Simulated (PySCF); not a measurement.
HN2, SMILES [N][NH] (connectivity only; charge and spin as stated), neutral, multiplicity 2.

The structure is a stationary point at PBE-D3(BJ)/def2-TZVPD.

Computed with PySCF 2.14.0 with TDA-PBE/def2-TZVPD.

Vertical excitations. 

```
state    energy (eV)  λ (nm)      f                                                                     main pairs
-------  -----------  ------  -----  -----------------------------------------------------------------------------
root 1          2.03     612  0.000                                                              α HOMO→LUMO 100 %
root 2          4.47     277  0.050                                                             α HOMO→LUMO+1 99 %
root 3          6.32     196  0.024                       α HOMO→LUMO+2 31 %, α HOMO−2→LUMO 11 %, β HOMO→LUMO 54 %
root 4          6.47     192  0.000                                         α HOMO−1→LUMO 36 %, β HOMO→LUMO+1 58 %
root 5          6.47     192  0.009  α HOMO→LUMO+2 60 %, α HOMO−2→LUMO 14 %, β HOMO→LUMO 13 %, β HOMO−1→LUMO+1 5 %
root 6          6.74     184  0.001                     α HOMO−2→LUMO 29 %, β HOMO−1→LUMO+1 42 %, β HOMO→LUMO 19 %
root 7          7.01     177  0.026                                            α HOMO→LUMO+3 90 %, β HOMO→LUMO 6 %
root 8          7.27     171  0.001                                          α HOMO−3→LUMO 7 %, β HOMO−1→LUMO 81 %
root 9          7.49     165  0.003                                                             α HOMO→LUMO+4 93 %
root 10         7.89     157  0.000                   α HOMO−1→LUMO 33 %, β HOMO−2→LUMO+1 31 %, β HOMO→LUMO+1 27 %
```
Unrestricted roots are not spin-pure.
